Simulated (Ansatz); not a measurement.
Reaction (ligand exchange at the Si–O bond): `[SiH3]O[Si]Br` + `[SiH3]N[SiH3]` → `[SiH3]N([SiH3])[Si]Br` + silanol

Calculated with Ansatz (gas phase, PBE0-D4/def2-TZVP geometries, no zero-point term in ΔE). CCSD(T)/CBS is the MP2 limit (def2-TZVPP, def2-QZVPP) plus CCSD(T) − MP2 in def2-TZVPP, frozen cores. This one scheme is used for every species. DFT in def2-TZVPP. For Br outer-core shells are correlated without core-valence functions, which leaves a few kJ/mol of doubt a bond. Scalar relativity is left out up to krypton. One conformer a species, not always the lowest.

```json
{"level": "LDA (SPW92)", "ΔE (kcal/mol)": "8.3"}
{"level": "BLYP", "ΔE (kcal/mol)": "14.3"}
```

Question: What does CCSD(T)/CBS give? (Best estimate.)

Answer: The calculation gave: +9.9 kcal/mol. The listed levels differ from it by -1.6, 4.4 kcal/mol.

Largest T1 diagnostic among the species: 0.012.

In def2-TZVPP, CCSD(T) changes the Hartree–Fock value by −6.9 kcal/mol (the triples alone add −1.3 kcal/mol) and MP2 by −7.9 kcal/mol. The D4 term adds −2.5 kcal/mol with B3LYP and −1.3 kcal/mol with PBE0; it sums over pairs of atoms, weighted by their polarisabilities, and B3LYP, whose exchange is more repulsive, gets the larger term. Leaving LDA and LC-ωPBE aside and taking each functional with its dispersion term where it has one, the values, not all of them listed here, spread over 4.8 kcal/mol, from revPBE-D4 to CAM-B3LYP-D4. LDA lies −2.0 kcal/mol from PBE without D4.

B3LYP here is the variant with VWN-RPA as its local correlation; programs differ in this.
